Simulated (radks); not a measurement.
The numbers below are computed, except where a source is named.
Polarisability of the tungsten ion W+, [Xe] 4f14 5d4 6s1, at imaginary frequency. Level of theory: scalar-relativistic Kohn-Sham, PBE, spin-polarised, spherical densities, finite nucleus; open shells are filled with parallel spins first (spin-orbit coupling, left out, can overturn this in heavy ions); Fermi nuclear charge, rms radius 5.3658 fm (a radial shooting solver on a logarithmic mesh with Libxc functionals). Response by self-consistent Sternheimer equations with the Hartree and adiabatic LDA kernel, the relativistic mass of each level held fixed and spin-orbit coupling left out.

w (hartree)  alpha1(iw) (bohr^3)
0.00266                    33.88
0.0143                     33.79
0.0360                     33.28
0.0697                     31.78
0.118                      28.63
0.186                      23.78
0.280                      18.22
0.413                      13.16
0.605                      9.111
0.892                      6.051
1.35                       3.787
2.12                       2.151
3.59                       1.049
6.94                      0.4057
17.5                     0.09987

Static values: alpha1 = 33.88 bohr^3 (5.021 angstrom^3; uncoupled 56.67). C6 = 288.8, triple-dipole C9 = 6636 atomic units. One-pole (London) frequency 4 C6 / (3 alpha1^2) = 0.335 hartree, against 0.469 for minus the highest occupied eigenvalue.
